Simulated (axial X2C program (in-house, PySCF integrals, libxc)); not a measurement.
# Worked dissociation energy of TcSn: PBE0, scalar-relativistic

Calculated with an axial X2C code built on PySCF integrals. Spin-free means the one-electron spin-free X2C Hamiltonian. Basis: Sn dyall-cv3z [11s12p9d4f1g], Tc dyall-cv3z [12s12p8d5f3g] (cores contracted in-house); Gaussian nuclei, density fitting, unrestricted open shells. Masses: Sn 119.902 u, Tc 98.907 u.

Molecular state: M_S = 3/2, Λ = 0 (beyond evenly filled blocks: σα, δ+α, δ-α).

- E(Sn) (2M_S = 2, M_L = 0): -6176.214530 hartree
- E(Tc) (2M_S = 5, M_L = 0): -4285.009861 hartree
- E(TcSn) at Re: -10461.325234 hartree
- ωe: 219.4 cm⁻¹
- ωexe: 0.553 cm⁻¹

Problem. Work out De and D0.

Solution. De = -6176.214530 + (-4285.009861) − (-10461.325234) = 0.10084 hartree = 2.744 eV. The zero-point energy is ωe/2 − ωexe/4 = 110 cm⁻¹ = 0.014 eV, so D0 = 2.731 eV.

Occupations by symmetry block were frozen at the best pattern of an incomplete PBE0 search. Dissociation energies refer to the lowest single-determinant-based atoms at the same level and basis. The determinant is spin-polarised beyond a pure state at some levels (its spin-free form has ⟨S²⟩ too high), which makes Re and μ there less reliable. Under one Hamiltonian the search converged a single determinant, so lower ones may well exist. Spin-free De lacks the spin–orbit lowering of the heavy p-block atom, a tenth of an eV or more for 4p and 5p, up to an eV for 6p and one to two eV for 7p atoms, less what an open-shell molecule gains itself.

Each atomic determinant is the lowest at this level and need not be a pure term. Totals compare only within one Hamiltonian and basis.
